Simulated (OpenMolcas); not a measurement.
# Zn I: RASPT2 settings compared

```yaml
Program: OpenMolcas 26.06
Basis: ANO-L-VDZP [5s4p2d1f]
Scalar_Hamiltonian: non-relativistic, point nucleus
Active_space: 2 electrons in 9 orbitals (RAS2 4s 4p; RAS3 4d, at most 2 electrons)
State_averaging: 2S+1 = 3 even, 3 roots (0 in the spin-orbit step); 2S+1 = 1 even, 1 root kept (CI in the orbitals of an earlier block); 2S+1 = 3 odd, 3 roots; 2S+1 = 1 odd, 3 roots kept (CI in the orbitals of an earlier block)
Spin-orbit_coupling: state interaction with AMFI integrals over the reference wave functions, term energies averaged over their components
```

Methods on the same reference wave functions:
A. RASSCF
B. SS-RASPT2, IPEA 0 Eh, sigma1 regulariser 0.4 Eh (closed shells correlated: none)
C. SS-RASPT2, IPEA 0.6 Eh, sigma2 regulariser 0.3 Eh (closed shells correlated: 3s 3p 3d)
D. SS-RASPT2, IPEA 0.2 Eh, sigma1 regulariser 0.1 Eh (closed shells correlated: none)

Energies in cm⁻¹ above 4s² ¹S₀, the measured ground level; measured values from NIST Handbook of Basic Atomic Spectroscopic Data.

```
     Level      A      B      C      D  Measured
   4s² ¹S₀    0.0    0.0    0.0    0.0       0.0
4s 4p ³P°₀  29996  31377  33618  31380     32311
4s 4p ³P°₁  30169  31551  33791  31553     32501
4s 4p ³P°₂  30522  31903  34144  31906     32890
4s 4p ¹P°₁  59479  60181  59824  60197     46745
```

Deviations, from unrounded energies. A percentage is the sum of absolute deviations over the sum of measured energies, with the sign that they share, or ± where signs differ.

| Against measurement | Levels | A | B | C | D |
| --- | --- | --- | --- | --- | --- |
| mean absolute deviation (cm-1) | 4 | 4900 | 4100 | 4200 | 4100 |
| other configurations (%) | 4 | ±13.7 | ±11.3 | +11.7 | ±11.3 |

B, C, D lie about equally close to measurement and A furthest from it. The largest miss of B in the table is 4s 4p ¹P°₁, by +13000 cm-1. The ranking rests on the paired levels alone, and a cruder setting can come out closer through cancelling errors.

Among B to D the level of the table that moves most is 4s 4p ³P°₀, by 2200 cm-1 (lowest in B, highest in C).

The lowest spin-free term lies below A's lowest term by 0.007 hartree in B, 0.571 hartree in C, 0.007 hartree in D.

Some high roots are left out of the spin-orbit mixing, which shifts the levels that they would mix with. Terms from blocks run as CI alone lack orbitals of their own. Active for correlation alone: 4d; no level in the range computed is led by a configuration that fills it, so any true level of that kind is missing. Without dynamic correlation excited terms often stand tens of per cent too high (terms of higher spin than the ground term too low), and those without a measured partner can miss by more than the paired ones (holds for A). Measured partners are found by configuration, term and J. A level has none where our copy of the source lacks it or the pairing is in doubt (some pairs that miss far off the trend of their configuration count as doubtful), and it then counts in no deviation. Only configurations of the active space appear.

° marks odd parity.
